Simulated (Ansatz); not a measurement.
Geometry optimisation, RHF/def2-SVP (Ansatz).

The input (input.yaml):

```yaml
crystal:
  periodic: [false, false, false]
  atoms:
    - { symbol: Zn, position_ang: [0.203078, -0.183503, 0.215331] }
    - { symbol: C, position_ang: [0.145999, -0.132237, 2.193902] }
    - { symbol: H, position_ang: [-0.842899, -0.431156, 2.549384] }
    - { symbol: H, position_ang: [0.877294, -0.792934, 2.664043] }
    - { symbol: H, position_ang: [0.343132, 0.881861, 2.54969] }
    - { symbol: Cl, position_ang: [0.172173, -0.155638, -1.935877] }
    - { symbol: H, position_ang: [-1.824919, 1.616291, 0.793307] }
    - { symbol: H, position_ang: [-1.468858, 1.301717, 1.32472] }
basis:
  gaussian: { orbitals: def2-SVP }
hamiltonian:
  xc: hf
relax:
  f_tol: 0.03
  max_steps: 50
output:
  orbitals: {}
```

Launched with:

```bash
$ ansatz run input.yaml --threads 1 --pin off --max-ram 2048MiB --backend cpu --events-out ev --progress --plain --runs-dir out
```

Where does it end, and by what steps?

The run converged. The force dipped under the threshold on the way, but the program's further checks kept it going. After 19 steps the energy has fallen by 0.261 eV; H8 moved furthest, 2.08 Å.

```tsv
step	energy less start (eV)	largest force component (eV/Å)	accepted
0	0.0000	1.111	yes
1	-0.1358	0.149	yes
2	-0.1748	0.679	yes
3	-0.2095	0.081	yes
4	-0.2216	0.075	yes
5	-0.2241	0.619	yes
6	-0.2308	0.165	yes
7	-0.2366	0.057	yes
8	-0.2386	0.788	yes
9	-0.2509	0.299	yes
10	-0.2516	0.238	yes
11	-0.2549	0.016	yes
12	-0.2568	0.246	yes
13	-0.2582	0.137	yes
14	-0.2597	0.104	yes
15	-0.2606	0.090	yes
16	-0.2610	0.068	yes
17	-0.2612	0.020	yes
18	-0.2613	0.003	yes
19	-0.2613	0.003	yes
```

```xyz
8
Properties=species:S:1:pos:R:3
Zn 0.224 -0.202 0.610
C 0.628 -0.561 2.517
H -0.249 -0.959 3.032
H 1.437 -1.288 2.614
H 0.933 0.354 3.029
Cl -0.205 0.179 -1.467
H -2.364 2.098 -0.226
H -2.798 2.483 0.246
```

Whether the end is a true minimum wasn't checked by a vibrational analysis.

Run time: 40 s on 1 thread of Arm Neoverse V1, with other jobs on the host, peak memory 0.17 GiB.
